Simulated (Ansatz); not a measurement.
CHBClFO, SMILES `FC1OB1Cl`, 6 atoms. The species carries charge 0 and has multiplicity 1. All runs use 4 threads of a server CPU on a shared host. Correlated methods freeze the cores. Open-shell runs search over several starts.

Give the basis size and wall time and peak host memory of each of these runs in Ansatz. RKS PBE0-D4/def2-QZVPP energy; RKS LC-ωPBE/def2-TZVPP energy; direct RPA on PBE orbitals/def2-TZVPP energy; RHF-CCSD(T)/def2-TZVPP energy; RKS ωB97M-V/def2-SVP energy; RKS revPBE-D4/def2-TZVPP energy; UKS ωB97X-V/def2-TZVPP energy of the cation; UKS PBE-D4/def2-TZVPP energy of the cation; RKS PBE0-D4/def2-SVP energy; UKS B3LYP-D4/def2-TZVPP energy of the cation; RKS ωB97M-V/def2-QZVPP energy; RHF-CCSD(T)/def2-SVP energy. (Estimate.)

The calculation gave: Other jobs shared the machine, so times are rough.

```tsv
level	job	functions	wall time	peak host memory (GiB)
RKS PBE0-D4/def2-SVP	energy	79	0.6 s	0.15
RKS revPBE-D4/def2-TZVPP	energy	180	0.95 s	0.2
RKS LC-ωPBE/def2-TZVPP	energy	180	1.1 s	0.25
RHF-CCSD(T)/def2-SVP	energy	79	1.2 s	0.25
RKS ωB97M-V/def2-SVP	energy	79	1.7 s	0.21
direct RPA on PBE orbitals/def2-TZVPP	energy	180	1.9 s	0.34
UKS PBE-D4/def2-TZVPP	energy of the cation	180	2.2 s	0.27
UKS B3LYP-D4/def2-TZVPP	energy of the cation	180	2.7 s	0.47
RKS PBE0-D4/def2-QZVPP	energy	328	3.1 s	0.82
UKS ωB97X-V/def2-TZVPP	energy of the cation	180	6 s	0.62
RKS ωB97M-V/def2-QZVPP	energy	328	6.5 s	0.99
RHF-CCSD(T)/def2-TZVPP	energy	180	20 s	1.9
```

B3LYP here is the variant with VWN-RPA as its local correlation; programs differ in this. LC-ωPBE has ω = 0.4 bohr⁻¹.
